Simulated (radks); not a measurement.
Values are calculated unless marked as measured or tabulated.
Numerical settings for the chromium ion Cr+, [Ar] 3d5. Code: a radial shooting solver on a logarithmic mesh with Libxc functionals. Model: scalar-relativistic Kohn-Sham, r2SCAN, spin-polarised, spherical densities, finite nucleus; open shells are filled with parallel spins first; meta-GGA in the generalised Kohn-Sham scheme; Fermi nuclear charge, rms radius 3.6452 fm. The defaults (mesh step 0.008 in ln r, mesh end at 40 bohr or more with all orbitals vanishing there, Anderson mixing 0.5 over 9 steps, residual threshold near 1e-9 with the energy settled to 1e-9 hartree or 1e-11 of itself, here a cap of 51 iterations) give E = -1050.689 hartree and 3d at -10.999 eV in 14 iterations. Run on one thread of a shared host, so times are rough (Arm Neoverse V2): 0.13 s of CPU time, 0.13 s wall, 14 iterations on 2189 mesh points. Changes against that run (0 stands for a change within the tolerance of the run):

setting                     iterations  converged  E (mhartree)  e(3d) (meV)  CPU (s)
mesh step in ln r 0.05              13        yes        +0.275     +0.00776     0.03
mesh step in ln r 0.012             14        yes             0            0     0.09
mesh step in ln r 0.003             28        yes             0            0     0.55
mesh end (bohr) 20                  14        yes             0            0     0.12
mesh end (bohr) 12                  14        yes             0      +0.0355     0.12
residual threshold 0.1              10        yes             0       -0.216      0.1
residual threshold 1e-13            51         no             0            0     0.29
mixing 1.5                          15        yes             0            0     0.13
linear mixing, mixing 0.5           51         no      diverged            -      0.3
linear mixing, mixing 0.05          51         no         +2.94         -613     0.41
mixing history 2                    27        yes             0            0      0.2
iteration cap 2                      2         no          +244    -1.42e+04     0.03

No run marked as converged misses the energy by more than 1 mhartree. A mesh that ends early acts as a hard wall.
